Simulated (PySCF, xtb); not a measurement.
AlClH₄O₂SSi, SMILES [OH][Al]([OH])[S][SiH2]Cl.

GFN2-xTB (xtb) at its own geometry gives an orbital gap of 4.11 eV and a dipole moment of 2.45 D.

Geometry optimised at PBE0-D3(BJ)/def2-SVP. The structure was generated by enumeration; whether it is a known compound was not checked. The values are those of a single conformer.

Q: What does PySCF with HF/def2-TZVP give? (An estimate is asked for; the answer gives what the named calculation found.)

A: gap 12.96 eV (levels -10.51 and 2.44 eV), dipole 2.41 D.
